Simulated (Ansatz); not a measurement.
System: methyl-[(E)-prop-1-enyl]silane, C₄H₁₀Si, net charge 0, singlet state. SMILES: C/C=C/[SiH2]C
Geometry: optimised at B3LYP-D3(BJ)/def2-TZVP (Ansatz, a first-principles code).

Property: enthalpy of formation at 298 K, in kcal/mol. Set-up: 6-31G* and kin with 6d, 5d where marked; no spin-orbit coupling; 6-311+G** with 5d, 6d on Na to Ar in Ansatz; valence correlation only; non-relativistic; UHF or UKS for open shells; LANL2DZ with its own core potentials from Na on. CBS(X,Y): correlation extrapolated as X^-3; Hartree-Fock from the larger set. Ab initio and DFT rows: single points at B3LYP-D3(BJ) geometries (Ansatz), with unscaled harmonic terms from B3LYP/6-31G* (Ansatz) at its own minima, enthalpies of formation by atomisation with measured atoms.

Coupled cluster (Ansatz) is a level with limits of its own, used here on species with T1 under 0.025 (0.045 for open shells) and stable references: CCSD(T)/CBS(cc-pV(T+d)Z,cc-pV(Q+d)Z).

Value to compare with, CCSD(T)/CBS(cc-pV(T+d)Z,cc-pV(Q+d)Z) (Ansatz): 0.0 kcal/mol.

```
level          program  enthalpy of formation at 298 K (kcal/mol)  difference
-------------  -------  -----------------------------------------  ----------
MP2/STO-3G      Ansatz                                      -88.1       -88.1
MP2/3-21G       Ansatz                                      188.6       188.6
MP2/LANL2DZ     Ansatz                                      197.6       197.6
MP2/6-31G*      Ansatz                                      115.1       115.1
MP2/6-311+G**   Ansatz                                       64.8        64.8
```

Among the 5 habitual levels, MP2/LANL2DZ lies farthest from CCSD(T)/CBS(cc-pV(T+d)Z,cc-pV(Q+d)Z) (Ansatz) (197.6 kcal/mol) and MP2/6-311+G** nearest (64.8); 4 of 5 lie above it, and their mean absolute difference is 130.8 kcal/mol, the median 115.1. One case shows no general order.

The sets are all those run for this method; left out are runs that failed, that the program found above a lower state of the same kind, or whose <S^2> lies over 0.5 above the pure value.
